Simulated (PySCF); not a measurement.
## Structure from 2D NMR

Compound of formula C$_{6}$H$_{7}$N$_{3}$O. Correlations simulated from computed shifts and the bond graph:

HSQC (one-bond C–H):
| δH | δC |
| --- | --- |
| 10.69 | 202.7 |
| 7.78 | 118.2 |
| 3.25 | 35.3 |
| 1.46 | 20.0 |

COSY cross peaks (H two or three bonds apart, from the bond graph; peaks can be absent where the dihedral angle is near 90°):
| δH | δH |
| --- | --- |
| 3.25 | 1.46 |

HMBC (two and three bonds, from the bond graph):
| δH | δC |
| --- | --- |
| 10.69 | 152.4, 118.2 |
| 7.78 | 202.7, 171.8, 152.4, 35.3 |
| 3.25 | 171.8, 118.2, 20.0 |
| 1.46 | 171.8, 35.3 |

Carbons without hydrogens: δ 171.8, 152.4.

No solvent, non-relativistic Hamiltonian, one conformer, rapidly exchanging positions averaged. σ from GIAO-PBE0/pcSseg-1; GFN2-xTB geometry; PySCF 2.14.

Chemical shifts δ = σref − σ; 1H (31.72 ppm) and 13C (186.93 ppm) against TMS, all at this level.

Exchangeable hydrogens are left out of these lists.

Task: Assemble the structure.

Result: `CCc1cc(C=O)nnn1`.

Mapped SMILES: `[CH3:1][CH2:2][c:3]1[cH:4][c:5]([CH:6]=[O:7])[n:8][n:9][n:10]1` (H(Xn): hydrogen on atom n).

δC 202.7 is C6, an aldehyde carbonyl carbon (δH 10.69). δC 171.8 is C3, a substituted aromatic carbon next to a ring nitrogen. δC 152.4 is C5, a substituted aromatic carbon next to a ring nitrogen. δC 118.2 is C4, an aromatic CH (δH 7.78). δC 35.3 is C2, an sp3 CH2 on an aromatic ring (δH 3.25). δC 20.0 is C1, a methyl carbon (δH 1.46). HMBC from δH 10.69 reaches the proton-free carbon C5. HMBC from δH 7.78 reaches the proton-free carbons C3, C5. HMBC from δH 3.25 reaches the proton-free carbon C3. HMBC from δH 1.46 reaches the proton-free carbon C3. COSY links 3.25–1.46.

The shifts were computed for this structure.

Shifts are as computed. Against solution values, carbons near 30 ppm lie about +3 ppm off and those near 130 ppm about +5 ppm. Of 1211 compounds with measured shifts, 218 miss one by over three times the rms of a fit or turn the order of signals round; such compounds aren't used in these exercises.
